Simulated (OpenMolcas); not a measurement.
Co2+ with 6 ligands (chloride) in trigonal prismatic coordination (D3h), a polar angle of 53.0° against the regular 49.1°. A charge of +0.667 e stands 2.8 Å behind each ligand. Ligand basis ANO-RCC-VDZP.

```
Program             : OpenMolcas 26.06
Method              : SS-CASPT2, IPEA 0.25 Eh, imaginary shift 0.1 Eh (closed shells correlated: 3s 3p and the ligand valence shells)
Basis               : ANO-RCC-VDZP [5s4p2d1f]
Scalar Hamiltonian  : DKH2, point nucleus
Active space        : 7 electrons in 5 orbitals (3d)
State averaging     : 2S+1 = 4 even, 10 roots; 2S+1 = 2 even, 40 roots
Spin-orbit coupling : RASSI with atomic mean-field integrals over the reference wave functions
```

All ligands move together. At R = 2.5 Å the first state of the same spin is 2410 cm-1, and at R = 2.6 Å it is 1570 cm-1.

A third run gives 3430 cm-1. What distance was it run at?

With a power law R^-n the two known points give n = -ln(1570 / 2410) / ln(2.6 / 2.5) = 10.93. Then R = 2.5 × (2410 / 3430)^(1/10.93) = 2.421 Å. The run was at 2.41 Å, so the estimate is off by +0.011 Å.

Roots that are degenerate in the reference are averaged as groups; the widest CASPT2 spread within a group is 130 cm-1 (the 2-fold group of multiplicity 4 near 0 cm-1 above the lowest state of its run, R = 2.41). Shifts and gaps below about the spread of the groups concerned are not significant. Over all roots computed the reference weight is 0.65 to 0.67 in R = 2.41, 0.65 to 0.67 in R = 2.5, 0.66 to 0.67 in R = 2.6; a low but even weight reflects the number of correlated electrons. An orbital doublet at a regular site is open to a Jahn-Teller distortion, which this geometry leaves out. A single d shell leaves out the double-shell effect, which counts most for late 3d ions, where the CASPT2 field can be off either way by tens of per cent. Ligand-to-metal charge-transfer states are missing. For late 3d ions with one d shell CASPT2 can put B and the spin-flip bands somewhat low as well as high. Free-ion shares, where given, are those of the reference states; single-state CASPT2 does not remix them. No measured value stands beside these numbers; the geometry was imposed, not optimised, and the real ion may take another.
